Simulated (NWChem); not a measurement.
Molecule: GeSiH6O2; SMILES [O]([GeH3])[SiH2]O

```xyz
10

O      1.0439     2.3126     0.0390
Si    -0.4917     1.7058    -0.1481
O     -0.6253     0.1570     0.4117
Ge     0.1105    -1.4041    -0.0329
H      1.3354     2.4774     0.9406
H     -1.4838     2.5074     0.6230
H     -0.7393     1.7654    -1.6138
H     -0.9259    -2.4777     0.3269
H      1.4003    -1.5804     0.7866
H      0.4139    -1.4000    -1.5432
```
Atoms are numbered in this order, from 1.

Program: NWChem. Medium grid unless said otherwise, to which SCAN and Minnesota functionals are sensitive. Coordinates come from a PBE0/def2-SVP optimisation. Hybrids' shares of exact exchange are those that their runs print; pure functionals count as 0. The functionals differ in more than this share.

| row | share of exact exchange | orbital gap (eV) |
|---|---|---|
| PBE/def2-SVP | 0.00 | 6.40 |
| HCTH/407/def2-SVP | 0.00 | 6.54 |
| B3LYP/def2-SVP | 0.20 | 8.33 |
| M06/def2-SVP | 0.27 | withheld |
| MPW1K/def2-SVP | 0.43 | 10.55 |
| M05-2X/def2-SVP | 0.56 | 11.24 |

Fit a straight line of the last column on the one before it, predict the withheld value, and compare with the run.


1. Means of the 5 shown rows: x = 0.238, y = 8.612. Slope Σ(x − x̄)(y − ȳ)/Σ(x − x̄)² = 2.249/0.2553 = 8.808; intercept 6.516.
2. The shown rows scatter about the line by 0.156 (root mean square); the largest residual is +0.25, at MPW1K/def2-SVP.
3. At x = 0.27 (M06/def2-SVP; inside the shown range) the line gives 8.89.
4. The run gives 8.87, -0.02 from the line, 0.1 times the scatter.
